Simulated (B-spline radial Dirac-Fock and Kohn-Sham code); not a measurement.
# Compton profile of I²⁷⁺

System: the I²⁷⁺ ion in the configuration [Ar] 3d8.

Model: the impulse approximation on configuration-average Dirac-Fock orbitals. Program: a radial B-spline solver. pz is in atomic units of momentum; subshell profiles are per electron, for a selection of subshells; open shells are spread over both j values by their weights.

```
  pz  J total  J 2s1/2  J 3p1/2  J 3p3/2   J 3d5/2
   0    1.375   0.0544   0.0715   0.0735    0.0491
0.42    1.372   0.0543   0.0715   0.0735    0.0491
0.56    1.369   0.0542   0.0715   0.0735    0.0491
0.74    1.365   0.0540   0.0714   0.0735    0.0491
0.99    1.357   0.0537   0.0714   0.0735    0.0491
 1.3    1.345   0.0533   0.0712   0.0733    0.0491
 1.8    1.318   0.0523   0.0707   0.0726    0.0491
 2.3    1.282   0.0510   0.0695   0.0713    0.0490
 3.1    1.209   0.0484   0.0659   0.0672    0.0487
 4.2    1.083   0.0440   0.0571   0.0575    0.0475
 5.5   0.9132   0.0380   0.0429   0.0421    0.0441
 7.4   0.6749   0.0287   0.0225   0.0211    0.0354
 9.8   0.4483   0.0182  0.00779  0.00702    0.0226
  13   0.2704  0.00862  0.00284  0.00292    0.0104
  17   0.1562  0.00313  0.00257  0.00274   0.00352
  23  0.07662  0.00138  0.00180  0.00175  0.000708
```

J(0) = 1.375. The 3p3/2 subshell gives the largest part, 21 %.

Mean momentum ⟨p⟩ by subshell (a.u.): 1s1/2 49.2, 2s1/2 17.5, 2p1/2 23.4, 2p3/2 22.1, 3s1/2 8.88, 3p1/2 10.6, 3p3/2 10.2, 3d3/2 12.2, 3d5/2 12.1.

Values without a named source are computed, but for edge energies of neutral atoms, which are taken from tables.
